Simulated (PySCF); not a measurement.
Ionisation energy of Br¹²⁺ by level of theory

Br¹²⁺ [Ar] 3d5 [3d3/2^4 3d5/2^1, M_J = 5/2] → Br¹³⁺ [Ar] 3d4 [3d3/2^4, M_J = 0], as a difference of total energies. Computed with PySCF 2.14 in an even-tempered Gaussian basis (17 s from 0.88 bohr⁻², ratio 2.8; 12 p from 1.1 bohr⁻², ratio 2.8; 8 d from 1.1 bohr⁻², ratio 2.8; 4 f from 4.9 bohr⁻², ratio 3), with the two-component X2C-1e Hamiltonian. Correlated levels: [Ne] frozen; the 70 highest virtual spinors dropped. "Screened" scales the spin-orbit matrix elements by Boettger's factors to mimic the two-electron term; Breit and QED terms are absent.

| method | ionisation energy (eV) |
| --- | --- |
| GHF (spin-free) | 394.41 |
| GMP2 (spin-free) | 394.92 |
| GHF (screened spin-orbit) | 393.74 |
| GMP2 (screened spin-orbit) | 394.24 |

Task: How much does correlation contribute at GMP2 (screened spin-orbit)?

Result: 394.24 − (393.74) = 0.50 eV, measured against GHF (screened spin-orbit).

The spin-free rows relax to the high-spin LS determinant and lack the spin-orbit shift.

The labels give the starting determinants; with spin-orbit coupling the two ends relaxed to ⟨J²⟩ = 8.75, ⟨L²⟩ = 0.03, ⟨S²⟩ = 8.69 and ⟨J²⟩ = 3.50, ⟨L²⟩ = 5.91, ⟨S²⟩ = 5.90.

The determinant of Br¹³⁺ mixes levels of different J (the jj label is only the starting occupation), so the difference between spin-free and spin-orbit rows is not the physical spin-orbit shift.

For comparison: 393 ± 3 eV (theoretical estimate listed by NIST; NIST Atomic Spectra Database, ionization energies).
